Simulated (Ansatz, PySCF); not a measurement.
This Ansatz (an electronic-structure program) input computes a CAM-B3LYP/def2-TZVPD energy:

Ansatz 0.2 input:
```yaml
crystal:
  periodic: [false, false, false]
  atoms:
    - {symbol: C, position_ang: [0.03434502, -0.57922268, -0.11175593]}
    - {symbol: N, position_ang: [-1.15449918, -1.10532927, 0.07153505]}
    - {symbol: S, position_ang: [0.69612047, 0.86592196, -0.00741171]}
    - {symbol: H, position_ang: [-1.30630618, -2.09085571, -0.06953560]}
    - {symbol: H, position_ang: [-1.95619727, -0.55125461, 0.35791320]}
basis:
  gaussian:
    orbitals: def2-TZVPD
hamiltonian:
  xc: {name: CAM-B3LYP}
magnetization: {spin_polarized: true, initial_magnetization: 1}
output: {forces: true}
```

Write an input for the same energy in PySCF and say what it gives.


```python
from pyscf import gto, scf, dft

mol = gto.M(
    atom='''
    C     0.03434502   -0.57922268   -0.11175593
    N    -1.15449918   -1.10532927    0.07153505
    S     0.69612047    0.86592196   -0.00741171
    H    -1.30630618   -2.09085571   -0.06953560
    H    -1.95619727   -0.55125461    0.35791320
    ''',
    basis='def2-tzvpd',
    charge=0,
    spin=1,
    verbose=4,
)

mf = dft.UKS(mol, xc='camb3lyp').density_fit(auxbasis='def2-universal-jkfit')
mf.grids.level = 3
mf.conv_tol = 1e-9
mf.max_cycle = 100
mf.max_memory = 1500
mf.kernel()
if not mf.converged:
    mf = mf.newton()
    mf.kernel(mf.make_rdm1())
for _ in range(2):
    mo, _, stable, _ = mf.stability(return_status=True)
    if stable:
        break
    mf.kernel(mf.make_rdm1(mo, mf.mo_occ))
mf.analyze()
```
It gives -492.21263 Eh, and Ansatz -492.21260 Eh, a difference of 0.03 mEh, from the treatment of integrals and grids.

It need not be the lowest isomer of its formula.
